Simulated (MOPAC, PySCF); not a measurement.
H₄Ge, SMILES `[GeH4]`, neutral singlet in the gas phase. 

Cartesian coordinates (Å):
```xyz
5

Ge     0.0000     0.0001     0.0000
H     -0.8310    -0.7144    -1.0674
H      0.1064     1.4864    -0.3467
H      1.4005    -0.6135     0.0508
H     -0.6758    -0.1586     1.3633
```
Charge 0, multiplicity 1.

All levels are single points at this geometry (r2SCAN-D4/def2-TZVP); Pople sets use spherical d functions. Orbital energies aren't observables, and empty levels follow the basis.

HF/6-31G* in PySCF gives gap (eV) = 17.23.

Estimate the gap (eV) from each of these levels: PBE-D3(BJ)/def2-TZVP in PySCF; r2SCAN-D4/def2-TZVP in PySCF; B3LYP/6-311+G** (LANL2DZ on Ge) in PySCF; B3LYP/6-31G* in PySCF; B3LYP/LANL2DZ in PySCF; HF/3-21G in PySCF; HF/STO-3G in PySCF; PM6 in MOPAC.


```tsv
level	gap (eV)
PBE-D3(BJ)/def2-TZVP in PySCF	8.58
r2SCAN-D4/def2-TZVP in PySCF	9.48
B3LYP/6-311+G** (LANL2DZ on Ge) in PySCF	10.50
B3LYP/6-31G* in PySCF	10.97
B3LYP/LANL2DZ in PySCF	11.24
HF/3-21G in PySCF	17.75
HF/STO-3G in PySCF	25.30
PM6 in MOPAC	14.51
```
